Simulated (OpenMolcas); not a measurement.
**neutral technetium: thermal populations, worked from levels**

```
Program             : OpenMolcas 26.06
Basis               : ANO-RCC-VTZP [7s6p4d2f1g]
Scalar Hamiltonian  : DKH2, point nucleus
Active space        : 7 electrons in 9 orbitals (RAS2 4d 5s; RAS3 5p, at most 2 electrons)
State averaging     : 2S+1 = 6 even, 6 roots; 2S+1 = 4 even, 64 roots kept (CI in the orbitals of an earlier block); 2S+1 = 2 even, 83 roots kept (CI in the orbitals of an earlier block); 2S+1 = 6 odd, 44 roots; 2S+1 = 8 odd, 3 roots kept (CI in the orbitals of an earlier block); 2S+1 = 4 odd, 10 roots kept (CI in the orbitals of an earlier block)
Spin-orbit coupling : RASSI with atomic mean-field integrals over the reference wave functions, term energies averaged over their components
```

Methods: RASSCF; MS-RASPT2, IPEA 0.25 Eh, imaginary shift 0.1 Eh (closed shells correlated: 4s 4p). Measured levels: NIST Handbook of Basic Atomic Spectroscopic Data.

**Thermal populations.** Z = Σ (2J + 1) exp(-E/kT) with k = 0.695035 cm-1/K, over the levels below. No other level of either list lies under 10500 cm-1, which is above 7 kT at each temperature.

```
         Level  2J + 1  MS-RASPT2  measured
4d5 5s2 6S 5/2       6        0.0       0.0
 4d6 5s 6D 9/2      10       6560      2573
 4d6 5s 6D 7/2       8       7260      3251
 4d6 5s 6D 5/2       6       7750      3701
 4d6 5s 6D 3/2       4       8080      4003
 4d6 5s 6D 1/2       2       8270      4179
```

| T (K) | Z, MS-RASPT2 | Z, measured levels | Ground level (%), MS-RASPT2 | Ground level (%), measured levels |
| --- | --- | --- | --- | --- |
| 1000 | 6.001 | 6.368 | 100.0 | 94.2 |
| 2000 | 6.172 | 9.085 | 97.2 | 66.0 |

At 2000 K, kT = 1390 cm-1, and the computed levels give Z = 6.000 + 0.089 + 0.043 + 0.023 + 0.012 + 0.005 = 6.172.

CASPT2 does not keep the components of a term degenerate, so their means are used; among the terms shown or strongly mixed into the levels shown the widest spread is 34 cm-1 (4d6 5s 6D, MS-RASPT2). Configurations are named by rounded mean occupations; where the s occupation lies near a half they are strongly mixed, a name can repeat and a true partner stay unpaired. A single d shell beside an s shell can misplace configurations of different d count against each other. Without dynamic correlation excited terms often stand tens of per cent too high (terms of higher spin than the ground term too low), and those without a measured partner can miss by more than the paired ones (holds for RASSCF). Blocks of more than 70 roots (2S+1 = 2 even) ran without multistate coupling (holds for MS-RASPT2). Measured partners are found by configuration, term and J. A level has none where our copy of the source lacks it or the pairing is in doubt (some pairs that miss far off the trend of their configuration count as doubtful), and it then counts in no deviation. Only configurations of the active space appear.
